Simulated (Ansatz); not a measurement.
Geometry optimisation, Ansatz 0.2.0, RHF/def2-SVPD.

The input (input.yaml):

```yaml
crystal:
  periodic: [false, false, false]
  atoms:
    - { symbol: C, position_ang: [-0.8448, 1.3804, 0.5076] }
    - { symbol: "N", position_ang: [0.1703, 1.0878, -0.1312] }
    - { symbol: Sb, position_ang: [1.1695, -0.6505, 0.3429] }
    - { symbol: O, position_ang: [2.59982, 0.27504, 1.27397] }
    - { symbol: H, position_ang: [-1.4112, 2.3304, 0.2078] }
    - { symbol: H, position_ang: [-1.2843, 0.8199, 1.2939] }
    - { symbol: H, position_ang: [0.23696, -0.86958, 1.84132] }
    - { symbol: H, position_ang: [3.09315, -0.38078, 1.79087] }
basis:
  gaussian: { orbitals: def2-SVPD }
hamiltonian:
  xc: hf
relax:
  f_tol: 0.015
  max_steps: 40
```

Command:

```bash
$ ansatz run input.yaml --threads 2 --pin off --max-ram 3072MiB --backend cpu --events-out ev --progress --plain --runs-dir out
```

Question: Where does it end, and by what steps?

Answer: The run converged. After 15 steps the energy has fallen by 0.306 eV; H8 moved furthest, 0.72 Å.

| step | energy less start (eV) | largest force component (eV/Å) | accepted |
| --- | --- | --- | --- |
| 0 | 0.0000 | 2.657 | yes |
| 1 | 0.0059 | 1.795 | no |
| 2 | -0.1753 | 1.368 | yes |
| 3 | -0.2197 | 0.283 | yes |
| 4 | -0.2308 | 0.155 | yes |
| 5 | -0.2308 | 1.066 | yes |
| 6 | -0.2780 | 0.535 | yes |
| 7 | -0.2466 | 0.457 | no |
| 8 | -0.2863 | 0.285 | yes |
| 9 | -0.2997 | 0.246 | yes |
| 10 | -0.3031 | 0.173 | yes |
| 11 | -0.3049 | 0.106 | yes |
| 12 | -0.3049 | 0.104 | yes |
| 13 | -0.3024 | 0.198 | no |
| 14 | -0.3054 | 0.038 | yes |
| 15 | -0.3057 | 0.005 | yes |

```xyz
8
Properties=species:S:1:pos:R:3
C -0.818 1.434 0.479
N 0.227 1.006 -0.051
Sb 1.108 -0.773 0.475
O 2.455 0.010 1.685
H -1.253 2.383 0.153
H -1.363 0.924 1.282
H 0.053 -1.108 1.780
H 3.320 0.116 1.325
```

Whether the end is a true minimum wasn't checked by a vibrational analysis.

Run time: 24 s on 2 threads of AMD EPYC 9R45 96-Core Processor (Zen 5), with other jobs on the host, peak memory 0.33 GiB.
